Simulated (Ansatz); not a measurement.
`C#CC#CC` and `CC#[C][GeH2][NH2]` differ in one atom or group.

Ansatz, PBE0-D4/def2-TZVP geometries, multiplicity 1. Each molecule was computed in one conformer, which needn't be the lowest.

Scalar relativity is left out up to krypton.

```
                                          property  `C#CC#CC`
             HOMO–LUMO gap (B3LYP/def2-TZVPP) / eV       6.30
              HOMO–LUMO gap (PBE0/def2-TZVPP) / eV       6.72
                 LUMO energy (PBE/def2-TZVPP) / eV      -1.36
size of the dipole moment (ωB97M-V/def2-TZVPP) / D       1.28
             HOMO energy (ωB97M-V/def2-TZVPP) / eV      -9.25
  size of the dipole moment (B3LYP/def2-TZVPP) / D       1.34
```

Give the same properties after the change, and the shifts. (An estimate is asked.)

Ansatz gave: 
```
                                          property  `CC#[C][GeH2][NH2]`  shift
             HOMO–LUMO gap (B3LYP/def2-TZVPP) / eV                 6.90   0.60
              HOMO–LUMO gap (PBE0/def2-TZVPP) / eV                 7.40   0.68
                 LUMO energy (PBE/def2-TZVPP) / eV                -0.73   0.63
size of the dipole moment (ωB97M-V/def2-TZVPP) / D                 2.13   0.85
             HOMO energy (ωB97M-V/def2-TZVPP) / eV                -9.58  -0.33
  size of the dipole moment (B3LYP/def2-TZVPP) / D                 2.12   0.78
```

With PBE0 the HOMO falls by 0.11 eV and the LUMO rises by 0.57 eV, so the gap widens by about 0.68 eV. PBE moves the HOMO by 0.19 eV and ωB97M-V by -0.33 eV. Dipoles are sizes alone; their direction can turn.

B3LYP here is the variant with VWN-RPA as its local correlation; programs differ in this.
